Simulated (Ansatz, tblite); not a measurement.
Forces on Na21⁻ at its PBE/def2-SVP geometry. Charge -1, multiplicity 1.

The xTB rows come from tblite. Single mean-field runs in def2-TZVP are fitted with def2-universal-jkfit. The restricted singlet is unstable towards broken spin symmetry in Hartree–Fock (as tested in another run); at PBE/def2-TZVP this wasn't settled. Another isomer (singlet) lies 1.18 eV lower at PBE0/def2-TZVP; other spin states weren't run for this one.

GFN1-xTB (tblite), largest force 0.31 eV/Å:

```xyz
21
positions Å, forces eV/Å
Na    6.015   -1.563    2.296   -0.026   -0.022   -0.097
Na    4.611    3.363   -1.460    0.045   -0.013    0.020
Na   -0.552    5.613   -5.594    0.094   -0.166    0.097
Na   -2.600    1.824   -0.004   -0.107    0.142    0.036
Na    6.952    1.268    0.361   -0.125   -0.038   -0.021
Na    2.525   -2.199    1.119    0.145   -0.151    0.222
Na    0.076    0.119    1.886    0.057    0.162    0.175
Na    4.162   -4.195    3.601   -0.060    0.075   -0.152
Na    2.072    4.659   -3.556   -0.060    0.025   -0.094
Na   -1.234    3.102   -3.278   -0.001    0.213   -0.209
Na   -3.057   -4.320    3.290    0.009   -0.027   -0.064
Na   -5.516   -3.399    0.975    0.028   -0.020   -0.013
Na   -0.425   -0.297   -1.629    0.029   -0.048   -0.096
Na   -3.291   -0.849    2.104   -0.163   -0.033    0.169
Na    1.121    2.723   -0.590    0.115    0.156    0.044
Na   -3.562   -1.800   -1.546   -0.227   -0.049   -0.111
Na   -4.239    1.319   -3.139   -0.029    0.024   -0.026
Na   -5.959    0.201   -0.191    0.018   -0.073   -0.059
Na    0.430   -3.505    3.654    0.056   -0.077    0.027
Na   -1.117   -3.097    0.505    0.011   -0.213    0.081
Na    3.588    1.032    1.196    0.193    0.133    0.070
```

GFN2-xTB (tblite), largest force 0.42 eV/Å:

```
Na 0.117 -0.051 -0.058
Na 0.101 0.103 -0.147
Na 0.048 -0.110 0.061
Na -0.086 0.224 0.004
Na 0.066 -0.047 0.034
Na 0.146 -0.135 0.202
Na 0.076 0.171 0.291
Na 0.051 0.041 -0.062
Na 0.129 0.012 -0.044
Na -0.269 0.288 -0.150
Na -0.081 -0.192 0.038
Na -0.169 -0.189 0.090
Na 0.165 -0.262 -0.224
Na -0.085 0.233 0.153
Na 0.053 0.145 0.006
Na -0.088 -0.157 -0.179
Na -0.144 0.117 -0.074
Na -0.147 0.008 -0.111
Na 0.057 -0.175 0.057
Na 0.063 -0.085 -0.039
Na -0.003 0.061 0.152
```

PBE/def2-TZVP (Ansatz), largest force 0.03 eV/Å:

```
Na -0.015 -0.004 -0.013
Na -0.009 -0.004 0.011
Na 0.005 -0.016 0.008
Na -0.001 -0.024 -0.006
Na -0.019 -0.007 0.002
Na 0.001 -0.009 0.004
Na -0.006 0.006 -0.006
Na -0.020 0.015 -0.018
Na -0.011 -0.005 0.006
Na 0.005 -0.007 0.002
Na 0.003 0.000 -0.006
Na 0.026 0.007 -0.001
Na 0.012 -0.011 0.010
Na -0.002 -0.004 0.001
Na 0.004 0.007 0.000
Na 0.020 0.024 0.009
Na -0.009 0.007 0.010
Na 0.017 -0.010 -0.001
Na -0.005 0.029 -0.008
Na -0.007 0.006 0.000
Na 0.010 0.001 -0.004
```
